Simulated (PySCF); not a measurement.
The dipole of `CCC[C@@H](CCl)[C@H](F)Cl` from its density and from atomic charges.

Coordinates (GFN2-xTB, Å) and charges (e) from the PBE0/pcSseg-1 density (PySCF):

```
atom       x       y       z  Mulliken      IAO  Hirshfeld  ESP-fitted
  C1  -2.810  -0.132  -0.258   -0.2526  -0.4147    -0.1139     -0.4268
  C2  -1.454   0.551  -0.129   -0.2854  -0.2465    -0.0644     +0.2954
  C3  -0.320  -0.473  -0.156   -0.1848  -0.2630    -0.0805     -0.2495
  C4   1.069   0.169  -0.239   -0.3611  -0.1266    -0.0421     -0.0105
  C5   1.393   1.052   0.965   -0.1422  -0.2426    -0.0322     -0.4079
 Cl6   1.254   0.150   2.498   -0.1578  -0.1153    -0.0442     -0.1015
  C7   2.157  -0.897  -0.373   +0.2796  +0.1832    +0.0921     -0.1742
  F8   3.378  -0.305  -0.490   -0.2936  -0.2990    -0.0923     -0.1059
 Cl9   1.922  -1.902  -1.824   -0.1164  -0.0937    -0.0500     -0.0800
 H10  -2.882  -0.665  -1.203   +0.1119  +0.1380    +0.0411     +0.1118
 H11  -3.612   0.600  -0.215   +0.1167  +0.1433    +0.0426     +0.0968
 H12  -2.954  -0.846   0.550   +0.1127  +0.1398    +0.0419     +0.1038
 H13  -1.326   1.260  -0.950   +0.1156  +0.1273    +0.0365     -0.0380
 H14  -1.431   1.109   0.808   +0.1283  +0.1289    +0.0334     -0.0113
 H15  -0.374  -1.098   0.737   +0.1313  +0.1386    +0.0251     +0.1052
 H16  -0.453  -1.119  -1.025   +0.1439  +0.1424    +0.0249     +0.0831
 H17   1.120   0.808  -1.128   +0.1455  +0.1536    +0.0448     +0.1641
 H18   0.701   1.890   1.024   +0.1736  +0.1656    +0.0519     +0.1829
 H19   2.416   1.424   0.910   +0.1794  +0.1742    +0.0454     +0.2278
 H20   2.199  -1.565   0.495   +0.1552  +0.1666    +0.0391     +0.2348
```

What dipole does each set of charges give (1 e·Å = 4.803 D), and what does the density give?

The full density gives (-1.72, 1.38, -0.15) D, 2.21 D in size; dipole vectors point from the negative to the positive end.

| scheme | μx | μy | μz | size (D) | share of the full size (%) | angle to the full dipole (°) |
| --- | --- | --- | --- | --- | --- | --- |
| Mulliken | -3.26 | 0.63 | 0.18 | 3.33 | 151 | 29 |
| IAO | -2.53 | 0.71 | -0.03 | 2.63 | 119 | 23 |
| Hirshfeld | -0.70 | 0.67 | 0.16 | 0.98 | 44 | 14 |
| ESP-fitted | -1.70 | 1.41 | -0.12 | 2.21 | 100 | 1 |

Which set comes closest?

Length of the difference vector: ESP-fitted 0.05 D, IAO 1.07 D, Hirshfeld 1.28 D, Mulliken 1.75 D. Closest: ESP-fitted. ESP charges are fitted to the potential around the molecule, whose slowest-falling term is the dipole's. 

What is left for the Hirshfeld atoms' own dipoles?

The shares of the density sum to the whole, so what Σ q r misses lies in dipoles about the nuclei. The atomic dipoles sum to (-1.72, 1.38, -0.15) − (-0.70, 0.67, 0.16) = (-1.02, 0.71, -0.31) D, 1.28 D in size.

With the origin at the mean of the coordinates, (0.000, 0.001, 0.000) Å, which are the largest single terms, by size, of the ESP-fitted dipole along the direction of the full one?

C1 -4.34, H20 -3.07, C2 +2.10, C7 +1.85, H11 +1.49 D; all 20 atoms together +2.21 D. The single terms depend on the origin, their sum doesn't.

Give the size of the full dipole in other units.

2.21 D = 0.869 au = 0.460 e·Å = 7.37 × 10⁻³⁰ C·m.

One conformer (not necessarily the lowest) at the GFN2-xTB geometry, without solvent, vibrations or thermal averaging.

The values belong to the conformer `[CH3:1][CH2:2][CH2:3][C@@H:4]([CH2:5][Cl:6])[C@H:7]([F:8])[Cl:9]`: C1–C2–C3–C4 171°, C2–C3–C4–C5 62°, C3–C4–C5–Cl6 56°, C3–C4–C7–F8 178°.
